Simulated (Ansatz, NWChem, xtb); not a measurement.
**Redistribution: CHBrF2 + C3H6F2 → C2H4F2 + C2H3BrF2**

Species: CHBrF2 (bromodifluoromethane) `FC(F)Br`, singlet; C3H6F2 `CC(F)CF`, singlet; C2H4F2 (1,1-difluoroethane) `CC(F)F`, singlet; C2H3BrF2 `FCC(F)Br`, singlet. The partners trade Br for CH3; both sit on C, so the bond types are kept.

Shapes, held fixed at every level: PBE0-D4/def2-TZVP. Flexible molecules stand in one conformer, not always the lowest. Programs: Ansatz 0.2.0, NWChem 7.3.0, xtb 6.7.1. Electronic energies: no zero-point or thermal term.

| level | kind | ΔE (kJ/mol) | less CCSD(T)/def2-TZVPP |
| --- | --- | --- | --- |
| GFN0-xTB | semi-empirical | +5.1 | +18.7 |
| PBE-D4/def2-TZVPP | GGA | -7.9 | +5.7 |
| B3LYP/6-31G* (spherical functions) | global hybrid | -14.2 | -0.6 |
| B3LYP-D4/def2-TZVPP | global hybrid | -11.3 | +2.3 |
| B2PLYP/def2-TZVPP | double hybrid | -12.4 | +1.2 |
| MP2/def2-TZVPP | perturbation theory | -13.9 | -0.3 |
| CCSD/def2-TZVPP | coupled cluster or CI | -14.2 | -0.6 |
| CCSD(T)/def2-TZVPP | coupled cluster or CI | -13.6 | 0.0 |

The highest level, CCSD(T)/def2-TZVPP, gives ΔE = -13.6 kJ/mol; the levels span -14.2 to +5.1. They disagree on the sign: 1 of 8 are positive. The column of differences is taken from that level and isn't an error. No measured value is set beside it here. Relativity is left out for Br. Outer-core shells of Br are correlated, in sets that cover them unevenly.
